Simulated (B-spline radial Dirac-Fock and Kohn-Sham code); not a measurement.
## Dipole and non-dipole photoemission parameters of S 3s

System: neutral sulfur, [Ne] 3s2 3p4; threshold 20.28 eV (orbital energy of the model). Method: Dirac-Hartree-Slater photoionisation with a Latter tail; cross sections with all multipoles, angular parameters from the dipole term and its interference with E2. Computed with a radial finite-basis atomic code.

Input file task.json (cfg lists n, l and occupation; rrms is the nuclear radius in fm):

```json
{"items": [{
  "Z": 16,
  "q": 0,
  "cfg": [[1, 0, 2], [2, 0, 2], [2, 1, 6], [3, 0, 2], [3, 1, 4]],
  "A": 32,
  "rrms": 3.2611,
  "do": "xps",
  "hv": [65.7, 76.3, 100, 119.0, 168.0, 200, 230.0, 231.0, 233.0, 300, 405.0, 600, 800, 955.0, 1110.0, 1180.0, 1253.6, 1400.0, 1470.0, 1800.0, 2000, 2500.0, 2600.0, 3780.0, 4170.0, 4460.0, 5380.0, 7130.0, 9460.0, 15000],
  "edges": {"K": 2472.0, "L1": 230.9, "L2": 163.6, "L3": 162.5}
}]}
```

Launch: `python xray2_run.py task.json out`

For linearly polarised light dσ/dΩ = σ/(4π) [1 + β P₂(cos θ) + (δ + γ cos²θ) sin θ cos φ], with θ from the polarisation vector and φ the angle between the beam and the projection of the electron momentum on the plane normal to the polarisation.

| hν (eV) | σ (kb) | β | γ |
| --- | --- | --- | --- |
| 65.7 | 366 | 2.000 | 0.149 |
| 76.3 | ? | ? | ? |
| 100 | 233 | 2.000 | 0.127 |
| 119 | 185 | 2.000 | 0.099 |
| 168 | 112 | 2.000 | 0.038 |
| 200 | 85.0 | 2.000 | 0.009 |
| 230 | 67.7 | 2.000 | -0.009 |
| 231 | 67.2 | 2.000 | -0.010 |
| 233 | 66.3 | 2.000 | -0.011 |
| 300 | 43.5 | 2.000 | -0.032 |
| 405 | 25.7 | 2.000 | -0.034 |
| 600 | 12.5 | 2.000 | 0.010 |
| 800 | 7.17 | 2.000 | 0.080 |
| 955 | 5.03 | 2.000 | 0.138 |
| 1110 | 3.68 | 2.000 | 0.197 |
| 1180 | 3.24 | 2.000 | 0.224 |
| 1253.6 | 2.85 | 2.000 | 0.251 |
| 1400 | 2.24 | 2.000 | 0.305 |
| 1470 | 2.02 | 2.000 | 0.330 |
| 1800 | 1.28 | 2.000 | 0.443 |
| 2000 | 1.01 | 2.000 | 0.508 |
| 2500 | 0.599 | 2.000 | 0.658 |
| 2600 | 0.546 | 2.000 | 0.686 |
| 3780 | 0.218 | 2.000 | 0.983 |
| 4170 | 0.170 | 2.000 | 1.070 |
| 4460 | 0.143 | 2.000 | 1.131 |
| 5380 | 0.0881 | 2.000 | 1.312 |
| 7130 | 0.0416 | 2.000 | 1.615 |
| 9460 | 0.0192 | 2.000 | 1.958 |
| 15000 | 0.00516 | 1.999 | 2.611 |

Question: Give the values at 76.3 eV.

Answer: σ = 320 kb, β = 2.000, γ = 0.152. For an s subshell δ is negligible.
